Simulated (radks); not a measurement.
Values are calculated unless marked as measured or tabulated.
Effect of the nuclear size on neutral bismuth, [Hg] 6p3. Level of theory: Dirac Kohn-Sham, BLYP, spin-unpolarised, spherical densities, finite nucleus; open shells are shared between the two j in proportion to 2j + 1; Fermi nuclear charge, rms radius 5.5211 fm (a radial shooting solver on a logarithmic mesh with Libxc functionals). The rms radius is varied about that value; shifts are against it.

rms radius (fm)  total energy shift (eV)  density at nucleus (e/bohr^3)  1s1/2 shift (meV)  2s1/2 shift (meV)  5s1/2 shift (meV)  5p1/2 shift (meV)  6s1/2 shift (meV)  6p1/2 shift (meV)  6p3/2 shift (meV)
4.4666                             -51.0                      3.266e+06             -20300              -3110              -38.7              0.347              -4.55              0.313              0.420
4.9745                             -27.2                      3.112e+06             -10800              -1660              -20.6              0.183              -2.43              0.167              0.224
5.5211                                 0                       2.97e+06              0.000              0.000              0.000              0.000              0.000              0.000              0.000
5.7143                              9.99                      2.925e+06               3970                609               7.58             -0.066              0.891             -0.061             -0.082
6.2996                              41.4                        2.8e+06              16400               2520               31.4             -0.271               3.69             -0.253             -0.341

Slopes of the eigenvalues against <r^2> in GHz/fm^2, as finite differences over the two radii next to the reference (eigenvalue slopes, not the field-shift constants of lines): 1s1/2 452000, 2s1/2 69300, 5s1/2 863, 5p1/2 -7.62, 6s1/2 101, 6p1/2 -6.97, 6p3/2 -9.37.
